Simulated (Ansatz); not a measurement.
Born–Oppenheimer molecular dynamics of a periodic cell of 17 atoms, CuSi16 (host Si, host structure diamond, interstitial Cu), cell charge +1. It starts from a partly relaxed structure (largest force component 0.07 eV/Å).

Level of theory: DFT PBE, scalar-relativistic, plane waves, PAW (Ansatz). Settings: PAW set soft_1, cutoff 200 eV, k mesh 2x2x2, fermi-dirac smearing 0.02 eV, no spin polarisation.

```yaml
ensemble: NVE (velocity Verlet)
time_step: 2 fs
steps_asked: 200
starting_velocities_drawn_for: 2400 K
seed: 797305
```

Frames 10 fs apart, positions in Å, forces in eV/Å.

Velocities at 80 fs (Å/ps):

```
Si 6.32 10.13 5.07
Si -4.32 1.00 -5.96
Si -2.97 -4.77 -9.60
Si -1.79 -0.17 2.99
Si 6.73 5.42 8.52
Si -6.83 -2.03 3.41
Si -9.78 -6.02 0.27
Si 11.95 2.91 7.27
Si 2.02 -5.36 2.28
Si 1.16 -4.79 -2.80
Si 2.40 -7.26 7.73
Si -6.32 0.50 6.98
Si 3.65 5.22 -9.06
Si 3.06 1.91 -8.53
Si -7.62 5.33 -0.99
Si -1.96 -0.50 -2.12
Cu 1.90 -0.68 -2.41
```

```xyz
17
Lattice="0.0000 5.4300 5.4300 5.4300 0.0000 5.4300 5.4300 5.4300 0.0000" Properties=species:S:1:pos:R:3:forces:R:3 time_fs=80 energy_less_start_eV=2.780 T=1062
Si -0.002 -0.176 0.354 -0.48 0.33 0.44
Si 1.556 1.498 1.548 -1.01 1.89 0.79
Si 2.802 2.869 -0.292 0.99 -1.71 1.44
Si 3.957 4.027 1.675 -0.55 -0.66 -2.75
Si 2.765 0.050 2.992 -0.25 -0.29 -1.08
Si 4.378 1.147 4.225 -0.64 0.86 -0.09
Si 5.341 2.494 2.490 0.17 -0.05 2.22
Si 6.657 3.915 3.888 0.02 0.94 0.33
Si -0.044 3.006 2.553 -0.01 -1.79 0.22
Si 1.249 3.932 4.235 0.09 -0.75 -0.91
Si 2.514 5.369 2.689 -0.69 0.55 1.28
Si 4.232 6.587 3.738 -0.31 2.06 0.72
Si 2.997 2.735 5.418 -0.10 0.14 -0.60
Si 4.127 4.427 6.653 -0.03 -0.16 0.69
Si 5.661 5.594 5.331 -0.57 -0.88 -1.21
Si 6.920 6.944 6.682 0.94 -0.74 -0.30
Cu 2.204 5.499 5.511 2.45 0.27 -1.18
17
Lattice="0.0000 5.4300 5.4300 5.4300 0.0000 5.4300 5.4300 5.4300 0.0000" Properties=species:S:1:pos:R:3:forces:R:3 time_fs=90 energy_less_start_eV=2.737 T=1084
Si 0.048 -0.075 0.411 -1.20 -0.61 0.19
Si 1.501 1.536 1.503 0.21 0.94 0.82
Si 2.795 2.792 -0.355 1.37 -1.44 2.64
Si 3.934 4.014 1.655 0.06 -0.59 -2.72
Si 2.821 0.096 3.050 -1.44 -0.87 -2.61
Si 4.307 1.144 4.261 0.89 1.14 0.47
Si 5.254 2.435 2.530 1.47 0.41 1.67
Si 6.764 3.960 3.957 -1.79 0.88 -0.97
Si -0.030 2.926 2.575 -1.03 -0.82 -0.43
Si 1.261 3.876 4.197 -0.13 0.11 0.10
Si 2.523 5.310 2.782 -0.86 1.18 -0.03
Si 4.164 6.628 3.816 -0.26 1.82 -0.15
Si 3.028 2.787 5.323 -0.78 -0.34 0.51
Si 4.156 4.440 6.587 -0.22 -0.80 1.87
Si 5.583 5.631 5.301 0.84 -0.85 -0.81
Si 6.918 6.928 6.659 0.83 -0.38 0.33
Cu 2.241 5.494 5.478 2.06 0.20 -0.90
17
Lattice="0.0000 5.4300 5.4300 5.4300 0.0000 5.4300 5.4300 5.4300 0.0000" Properties=species:S:1:pos:R:3:forces:R:3 time_fs=100 energy_less_start_eV=2.681 T=1110
Si 0.059 0.007 0.475 -1.10 -1.22 -0.36
Si 1.453 1.605 1.486 1.53 -0.52 0.23
Si 2.827 2.672 -0.331 -0.56 1.11 2.88
Si 3.911 3.981 1.547 0.26 -0.47 -1.01
Si 2.832 0.115 3.021 -1.22 -0.63 -2.65
Si 4.263 1.177 4.310 1.14 0.25 0.41
Si 5.215 2.393 2.625 2.05 1.33 0.05
Si 6.815 4.032 3.997 -1.56 -0.32 -0.90
Si -0.050 2.820 2.585 -1.65 0.72 -0.29
Si 1.267 3.822 4.161 -0.68 0.66 0.63
Si 2.506 5.290 2.872 0.05 0.99 -1.70
Si 4.088 6.726 3.889 0.44 -0.06 -1.33
Si 3.032 2.828 5.245 -1.02 -0.37 1.54
Si 4.178 4.426 6.582 -0.24 -0.92 1.96
Si 5.532 5.641 5.245 1.55 -0.59 0.08
Si 6.942 6.899 6.647 0.07 -0.15 0.74
Cu 2.309 5.492 5.432 0.95 0.19 -0.29
17
Lattice="0.0000 5.4300 5.4300 5.4300 0.0000 5.4300 5.4300 5.4300 0.0000" Properties=species:S:1:pos:R:3:forces:R:3 time_fs=110 energy_less_start_eV=2.750 T=1078
Si 0.034 0.048 0.526 -0.34 -1.32 -0.80
Si 1.454 1.658 1.478 1.39 -1.38 0.32
Si 2.841 2.590 -0.210 -2.07 3.04 1.80
Si 3.898 3.932 1.405 0.63 -0.07 1.32
Si 2.803 0.113 2.906 -0.14 0.08 -1.09
Si 4.255 1.217 4.371 0.23 -0.80 -0.65
Si 5.246 2.394 2.723 1.97 1.88 -1.02
Si 6.815 4.092 4.006 -0.76 -1.52 -0.76
Si -0.122 2.737 2.585 -0.91 1.70 -0.17
Si 1.251 3.791 4.144 -1.12 0.98 0.41
Si 2.489 5.303 2.907 0.51 0.35 -2.51
Si 4.028 6.822 3.917 1.07 -2.02 -1.64
Si 3.003 2.856 5.220 -0.89 -0.39 2.11
Si 4.192 4.383 6.642 -0.09 -0.36 0.85
Si 5.530 5.630 5.191 0.90 -0.21 0.95
Si 6.969 6.864 6.659 -0.47 0.06 0.70
Cu 2.391 5.493 5.381 0.08 -0.03 0.16
17
Lattice="0.0000 5.4300 5.4300 5.4300 0.0000 5.4300 5.4300 5.4300 0.0000" Properties=species:S:1:pos:R:3:forces:R:3 time_fs=120 energy_less_start_eV=2.632 T=1134
Si -0.002 0.044 0.551 0.45 -0.98 -1.10
Si 1.497 1.666 1.485 -0.65 -1.52 1.33
Si 2.791 2.601 -0.038 -1.28 1.70 -2.23
Si 3.908 3.884 1.308 1.43 1.13 3.41
Si 2.768 0.112 2.756 0.44 0.06 0.89
Si 4.255 1.235 4.410 -0.41 -0.47 -1.56
Si 5.342 2.457 2.789 1.18 1.23 -1.03
Si 6.788 4.104 3.989 0.12 -1.43 -0.71
Si -0.222 2.709 2.578 0.94 1.37 -0.36
Si 1.198 3.794 4.142 -0.84 1.28 0.09
Si 2.487 5.328 2.859 0.44 -0.61 -1.95
Si 3.999 6.855 3.897 -0.06 -1.89 0.22
Si 2.943 2.870 5.264 -0.63 -0.76 1.80
Si 4.203 4.329 6.729 -0.17 0.50 -0.76
Si 5.559 5.612 5.169 -0.01 0.16 1.40
Si 6.981 6.832 6.694 -0.70 0.43 0.32
Cu 2.475 5.493 5.332 -0.24 -0.20 0.23
17
Lattice="0.0000 5.4300 5.4300 5.4300 0.0000 5.4300 5.4300 5.4300 0.0000" Properties=species:S:1:pos:R:3:forces:R:3 time_fs=130 energy_less_start_eV=2.458 T=1219
Si -0.024 0.008 0.537 0.93 -0.26 -1.52
Si 1.518 1.622 1.534 -2.24 -1.07 1.04
Si 2.697 2.672 0.065 -0.35 0.82 -3.96
Si 3.965 3.870 1.323 1.37 1.00 3.46
Si 2.748 0.112 2.635 0.90 -0.55 2.66
Si 4.243 1.237 4.397 -0.53 0.32 -1.68
Si 5.476 2.560 2.820 -0.66 -0.39 -0.94
Si 6.765 4.071 3.949 1.13 0.06 0.10
Si -0.293 2.724 2.562 1.89 0.05 0.61
Si 1.118 3.839 4.144 -0.01 1.20 0.14
Si 2.502 5.332 2.747 0.47 -1.34 -0.40
Si 3.971 6.824 3.881 -0.32 -1.12 1.12
Si 2.862 2.858 5.368 -0.37 -0.87 0.68
Si 4.207 4.292 6.790 -0.43 1.38 -2.19
Si 5.588 5.598 5.193 -0.51 0.16 1.06
Si 6.969 6.815 6.739 -0.88 0.79 -0.34
Cu 2.556 5.491 5.287 -0.38 -0.17 0.17
17
Lattice="0.0000 5.4300 5.4300 5.4300 0.0000 5.4300 5.4300 5.4300 0.0000" Properties=species:S:1:pos:R:3:forces:R:3 time_fs=140 energy_less_start_eV=1.939 T=1468
Si -0.014 -0.036 0.472 0.81 0.54 -1.64
Si 1.468 1.545 1.612 -1.91 0.27 -1.05
Si 2.591 2.772 0.044 0.88 -0.11 -1.28
Si 4.063 3.887 1.450 -0.28 -0.28 1.01
Si 2.758 0.093 2.602 1.20 -0.62 3.20
Si 4.213 1.249 4.329 -0.44 0.62 -0.88
Si 5.586 2.649 2.819 -2.46 -2.20 -0.94
Si 6.781 4.042 3.915 1.75 2.14 1.36
Si -0.302 2.745 2.568 1.42 -0.53 1.58
Si 1.037 3.924 4.150 0.80 0.56 0.22
Si 2.532 5.292 2.621 0.32 -1.20 1.13
Si 3.935 6.757 3.898 0.33 0.21 0.46
Si 2.769 2.819 5.494 0.22 -0.20 -0.98
Si 4.197 4.298 6.780 -0.28 0.80 -2.24
Si 5.601 5.590 5.251 -0.68 -0.07 0.10
Si 6.927 6.823 6.774 -0.86 0.41 -0.40
Cu 2.631 5.486 5.245 -0.82 -0.35 0.34
17
Lattice="0.0000 5.4300 5.4300 5.4300 0.0000 5.4300 5.4300 5.4300 0.0000" Properties=species:S:1:pos:R:3:forces:R:3 time_fs=150 energy_less_start_eV=2.158 T=1362
Si 0.019 -0.064 0.353 -0.51 0.92 -0.59
Si 1.357 1.473 1.659 -0.05 0.33 -1.89
Si 2.516 2.865 -0.019 2.03 -1.82 1.64
Si 4.155 3.899 1.609 -1.00 -0.13 -1.97
Si 2.807 0.058 2.673 0.61 0.42 1.49
Si 4.169 1.281 4.233 -0.17 0.75 0.46
Si 5.620 2.668 2.790 -1.80 -1.98 0.78
Si 6.849 4.079 3.921 0.19 2.12 0.69
Si -0.266 2.750 2.624 -0.01 0.07 1.09
Si 0.984 4.028 4.163 1.60 -0.55 -0.29
Si 2.570 5.214 2.532 -0.60 0.05 1.96
Si 3.910 6.697 3.932 0.96 1.62 -0.55
Si 2.684 2.773 5.587 0.99 0.68 -2.39
Si 4.178 4.328 6.699 0.08 -0.88 -0.33
Si 5.592 5.579 5.312 -0.55 -0.05 -0.96
Si 6.858 6.842 6.798 -0.22 -0.83 0.09
Cu 2.693 5.475 5.208 -1.53 -0.73 0.75
17
Lattice="0.0000 5.4300 5.4300 5.4300 0.0000 5.4300 5.4300 5.4300 0.0000" Properties=species:S:1:pos:R:3:forces:R:3 time_fs=160 energy_less_start_eV=3.121 T=900
Si 0.035 -0.059 0.218 -1.87 1.53 1.34
Si 1.242 1.411 1.644 1.43 0.03 -1.42
Si 2.508 2.900 -0.033 2.10 -2.39 2.49
Si 4.215 3.907 1.704 -0.96 0.32 -3.69
Si 2.877 0.036 2.791 0.07 1.05 -1.58
Si 4.119 1.339 4.152 0.34 0.78 1.76
Si 5.594 2.623 2.788 -0.22 -0.40 2.34
Si 6.923 4.185 3.951 -1.75 0.10 0.24
Si -0.227 2.758 2.716 -0.66 0.53 -0.02
Si 0.985 4.111 4.163 2.17 -1.90 -1.35
Si 2.589 5.139 2.508 -1.24 1.27 2.07
Si 3.916 6.689 3.947 0.87 1.93 -0.84
Si 2.631 2.750 5.601 1.04 0.93 -2.37
Si 4.160 4.330 6.607 -0.05 -1.94 1.78
Si 5.564 5.568 5.342 -0.14 0.34 -1.50
Si 6.782 6.834 6.821 0.73 -1.50 -0.14
Cu 2.732 5.454 5.182 -1.85 -0.68 0.88
17
Lattice="0.0000 5.4300 5.4300 5.4300 0.0000 5.4300 5.4300 5.4300 0.0000" Properties=species:S:1:pos:R:3:forces:R:3 time_fs=170 energy_less_start_eV=2.675 T=1113
Si -0.009 -0.005 0.123 -1.73 0.76 1.35
Si 1.174 1.354 1.583 1.82 0.65 -0.36
Si 2.569 2.857 0.034 1.10 -1.32 1.33
Si 4.242 3.923 1.679 -0.77 0.00 -3.16
Si 2.949 0.046 2.859 -0.54 0.55 -3.14
Si 4.080 1.423 4.130 0.28 0.51 2.38
Si 5.559 2.565 2.859 0.74 1.36 1.27
Si 6.944 4.293 3.994 -1.51 -2.00 0.82
Si -0.208 2.781 2.805 -0.21 0.20 -1.54
Si 1.057 4.134 4.123 1.43 -1.65 -0.53
Si 2.569 5.104 2.553 -0.40 1.63 1.17
Si 3.949 6.744 3.938 -0.24 0.95 0.01
Si 2.611 2.756 5.538 0.19 0.32 -1.18
Si 4.142 4.269 6.571 0.19 -1.57 2.31
Si 5.530 5.568 5.323 -0.29 0.42 -1.02
Si 6.729 6.779 6.840 1.25 -0.74 -0.34
Cu 2.744 5.423 5.168 -1.30 -0.05 0.66
17
Lattice="0.0000 5.4300 5.4300 5.4300 0.0000 5.4300 5.4300 5.4300 0.0000" Properties=species:S:1:pos:R:3:forces:R:3 time_fs=180 energy_less_start_eV=1.954 T=1460
Si -0.108 0.072 0.072 -0.19 -0.76 0.48
Si 1.166 1.317 1.508 1.64 1.08 0.53
Si 2.668 2.768 0.145 -0.05 -0.25 -0.17
Si 4.241 3.940 1.550 -0.68 -0.35 -0.87
Si 3.002 0.075 2.828 -1.39 -0.01 -1.96
Si 4.048 1.522 4.184 -0.31 -0.66 1.08
Si 5.549 2.552 2.969 1.47 2.35 -0.96
Si 6.916 4.337 4.060 0.23 -2.53 0.19
Si -0.195 2.812 2.844 0.61 -0.12 -2.47
Si 1.174 4.102 4.067 -0.89 -0.66 1.09
Si 2.539 5.124 2.635 1.59 1.57 -0.74
Si 3.974 6.830 3.929 -1.38 -0.40 0.89
Si 2.598 2.773 5.436 -0.64 -0.22 0.81
Si 4.130 4.157 6.609 0.45 -0.24 1.17
Si 5.485 5.581 5.271 -0.76 0.17 0.33
Si 6.716 6.700 6.849 0.71 0.56 -0.13
Cu 2.737 5.391 5.166 -0.41 0.47 0.72
17
Lattice="0.0000 5.4300 5.4300 5.4300 0.0000 5.4300 5.4300 5.4300 0.0000" Properties=species:S:1:pos:R:3:forces:R:3 time_fs=190 energy_less_start_eV=2.443 T=1225
Si -0.214 0.126 0.040 1.40 -1.33 0.29
Si 1.213 1.316 1.450 0.81 0.54 0.93
Si 2.764 2.669 0.251 -1.33 0.22 -1.59
Si 4.220 3.947 1.392 0.11 0.09 1.81
Si 3.009 0.105 2.731 -1.66 -0.08 -0.03
Si 4.010 1.599 4.271 0.35 -1.44 -1.65
Si 5.585 2.614 3.051 0.82 1.51 -1.87
Si 6.894 4.299 4.133 1.34 -1.60 -0.34
Si -0.162 2.836 2.803 1.12 -1.04 -1.61
Si 1.262 4.047 4.043 -2.49 0.34 0.81
Si 2.560 5.196 2.695 2.35 1.03 -1.66
Si 3.955 6.906 3.947 -1.17 -0.64 0.59
Si 2.564 2.784 5.364 -0.99 -0.43 2.99
Si 4.131 4.037 6.686 -0.18 1.23 -0.68
Si 5.416 5.599 5.230 -0.39 -0.39 1.23
Si 6.726 6.639 6.853 -0.20 1.48 -0.18
Cu 2.723 5.365 5.174 0.11 0.50 0.98
```

Of the whole run (400 fs, mean temperature of the second half 1172 K): The conserved energy stayed within 1.5 meV per atom of its start (net change 0.73 meV per atom), so the integration is sound. Over the second half the temperature averaged 0.49 of the 2400 K drawn at the start: a run that starts near a minimum puts about half its kinetic energy into the potential. A run of 0.4 ps of so small a system gives no equilibrium averages. The plane-wave cutoff is below what these datasets need, so energies and pressures aren't converged. Limits of this set-up: coarse k mesh, a small cell, in which the defect meets its images, charged cell in a uniform background, uncorrected.

The run took 5.7 min on 1 thread of Arm Neoverse V2 (shared host), peak memory 0.39 GiB.
